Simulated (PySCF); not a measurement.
SMILES [BH]Cl (HBCl), doublet, PBE0/def2-SVP optimised geometry. Atoms within 1.6 Å of the plane z = 1.2 Å (x, y, z in Å): B1 (-0.13, -0.72, 0.00), Cl2 (-1.08, 0.72, 0.00), H3 (1.08, -0.72, 0.00).

Calculation: unrestricted PBE0/def2-TZVP (PySCF).

Map of the LUMO amplitude (α orbitals alone; a β orbital can be the lowest empty one) (bohr^(-3/2)) on the plane z = 1.2 Å; orbital energy -2.10 eV, overall sign arbitrary:

```
|---------------------------|
|---------------------------|
|---------------------------|
|------::::::---------------|
|----:::::::::--------------|
|---:::::::::::-------------|
|---::::....:::-------------|
|--::::......::-------------|
|--:::..    .::-------------|
|--:::..    .:--------------|
|--:::..   .::--===---------|
|--:::..  .:--======--------|
|---::::..:-=+++++===-------|
|----::::--+**##*++==-------|
|--------=+*#%%%#*++==------|
|-------==*#%@@@%*++==------|
|------==+*#@@@@%#*+==------|
|------==+*#%@@%#*++==------|
|------==+**#%%##*+===------|
|------===+**##**++==-------|
|-------==+++**+++===-------|
|-------====++++====--------|
|--------==========---------|
|----------======-----------|
|---------------------------|
|---------------------------|
|---------------------------|
```
Scale: ten equal steps from -0.054 (start of ' ') to 0.114 (end of '@'), in the order ' .:-=+*#%@'; x runs from -3.50 to 3.50, y from -3.50 (bottom) to 3.50 (top).
